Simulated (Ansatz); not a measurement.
A made-up structure of SnH$_{3}$Se (charge +1), singlet:

```
atom    x (Å)    y (Å)    z (Å)
 Se1   0.5206  -1.6446   0.4583
 Sn2  -0.2441   0.4355  -0.5178
  H3   0.7159  -1.0008   1.7704
  H4  -0.6693   0.3872  -2.1471
  H5   0.3122  -3.0494   0.9714
```

It is relaxed with PBE-D4/def2-SVP and then PBE0-D4/def2-TZVP (Ansatz 0.2.0). Atoms count as bonded within 1.22 times the sum of their covalent radii (H–H: 0.88 Å). The end point is not checked to be a true minimum.

Problem. Does its bonding change? (Judge from chemistry; the calculation decides.)

Solution. The calculation gives: No: no bond forms or breaks.

Where it ends: The first stage lowers the energy by 1.30 eV in 9 steps. It ends as SnH₃Se ([SeH2][SnH]), total charge +1:
Se1  (1.014, -1.524, 0.521)
Sn2  (-0.375, 0.739, -0.478)
H3  (0.761, -1.300, 1.954)
H4  (-0.638, -0.342, -1.846)
H5  (-0.126, -2.446, 0.385)
(Å)

Labels in which every atom is bracketed show which atoms are joined, not bond orders.

For scale, one of the runs: PBE0-D4/def2-TZVP relaxation, 116 basis functions, launched by `ansatz run in.yaml --threads 2 --pin off --events-out ev --progress --plain --max-ram 4352MiB`. The run took about 19 s on 2 CPU threads of an Arm Neoverse V2 (shared host).
